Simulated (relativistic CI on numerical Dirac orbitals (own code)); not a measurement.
# Crystal-field levels of Pt⁶⁺, 5d4

Calculated by Dirac-Coulomb-Breit CI, separate exchange-only KLI orbitals for each configuration, a model potential for QED, valence Slater integrals scaled by 0.75, one configuration in a parametric crystal field (own radial code).

Field parameters in Wybourne normalisation: D4h B²₀ = −7Ds, B⁴₀ = 21(Dq − Dt), B⁴₄ = 21√(5/14) Dq. The field is a parameter set, without covalency.

S and J are read from ⟨S²⟩ = S(S + 1) and ⟨J²⟩ = J(J + 1) of each level; they are not fictitious spins.

D4h, 10Dq = 41400, Ds = -1500, Dt = 900 cm⁻¹, the lowest 10 levels:

```json
{"E (cm⁻¹)": "0.0", "Degeneracy": "1", "Irrep": "A1", "S": "1.03", "J": "3.45"}
{"E (cm⁻¹)": "5701", "Degeneracy": "2", "Irrep": "E", "S": "1.07", "J": "3.79"}
{"E (cm⁻¹)": "12016", "Degeneracy": "1", "Irrep": "A2", "S": "1.15", "J": "3.73"}
{"E (cm⁻¹)": "12351", "Degeneracy": "1", "Irrep": "B2", "S": "0.59", "J": "4.19"}
{"E (cm⁻¹)": "13273", "Degeneracy": "1", "Irrep": "B1", "S": "0.71", "J": "3.74"}
{"E (cm⁻¹)": "13406", "Degeneracy": "1", "Irrep": "A1", "S": "1.07", "J": "3.54"}
{"E (cm⁻¹)": "14802", "Degeneracy": "2", "Irrep": "E", "S": "0.98", "J": "3.86"}
{"E (cm⁻¹)": "22645", "Degeneracy": "1", "Irrep": "B1", "S": "0.90", "J": "4.22"}
{"E (cm⁻¹)": "22990", "Degeneracy": "1", "Irrep": "B2", "S": "0.93", "J": "4.02"}
{"E (cm⁻¹)": "25557", "Degeneracy": "1", "Irrep": "A1", "S": "0.52", "J": "4.32"}
```

D4h, 10Dq = 41400, Ds = -1090, Dt = 900 cm⁻¹, the lowest 16 levels:

| E (cm⁻¹) | Degeneracy | Irrep | S | J |
| --- | --- | --- | --- | --- |
| 0.0 | 1 | A1 | 1.03 | 3.44 |
| 5969 | 2 | E | 1.07 | 3.79 |
| 11159 | 1 | A2 | 1.15 | 3.72 |
| 12299 | 1 | B2 | 0.63 | 4.17 |
| 12876 | 1 | A1 | 1.07 | 3.54 |
| 13133 | 1 | B1 | 0.76 | 3.70 |
| 14061 | 2 | E | 0.97 | 3.87 |
| 22443 | 1 | B1 | 0.84 | 4.28 |
| 22730 | 1 | B2 | 0.87 | 4.06 |
| 25474 | 1 | A1 | 0.52 | 4.36 |
| 26202 | 2 | E | 0.59 | 4.28 |
| 30544 | 1 | B1 | 1.93 | 3.02 |
| 30632 | 1 | A2 | 1.69 | 3.15 |
| 30743 | 2 | E | 1.84 | 3.02 |
| 30746 | 1 | A1 | 1.73 | 3.17 |
| 31202 | 1 | B2 | 1.84 | 2.97 |

D4h, 10Dq = 41400, Ds = -680, Dt = 900 cm⁻¹, the lowest 16 levels:

```csv
E (cm⁻¹),Degeneracy,Irrep,S,J
0.0,1,A1,1.03,3.44
6264,2,E,1.07,3.79
10352,1,A2,1.16,3.71
12240,1,B2,0.67,4.14
12432,1,A1,1.06,3.54
12975,1,B1,0.81,3.66
13383,2,E,0.97,3.88
22331,1,B1,0.79,4.32
22552,1,B2,0.81,4.10
25352,1,A1,0.53,4.39
25545,2,E,0.61,4.27
29771,1,A2,1.72,3.12
29783,1,B1,1.90,3.04
29919,2,E,1.79,3.11
29970,1,A1,1.72,3.18
31580,1,B2,1.86,2.95
```

Levels of this model without a field, named by their leading LS term (the scale mimics covalency, so terms lie below those of the real free ion): 5D_0 0, 5D_1 7662, 5D_2 13284, 5D_3 16973, 5D_4 18085, 5D_0 25317, 3H_4 26629, 3G_3 30452 cm⁻¹.
